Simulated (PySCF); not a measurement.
Ge(F)2(Me)2 (C2H6F2Ge), SMILES [CH3][Ge]([CH3])([F])[F]. Heavy atoms are numbered as in [CH3:1][Ge:2]([CH3:3])([F:4])[F:5]. Hydrogens are named by the atom that carries them.

Geometry optimised at B3LYP-D3(BJ)/def2-SVP.

Calculation: PySCF with PBE/pcSseg-1.

GIAO shieldings, no solvent; atoms alike by connectivity are averaged. δ = σ(ref) − σ: ¹³C against TMS (σ = 182.0 ppm); ⁷³Ge against GeH4 (σ = 1614.4 ppm); ¹⁹F against CFCl3 (σ = 133.6 ppm); ¹H against TMS (σ = 31.49 ppm), references at their B3LYP-D3(BJ)/def2-TZVP geometries, non-relativistic.

```tsv
nucleus	atoms	count	δ (ppm)
¹³C	C1 (CH3)	2	4.9
⁷³Ge	Ge2	1	493.1
¹⁹F	F4	2	-171.7
¹H	H on C1	6	0.98
```
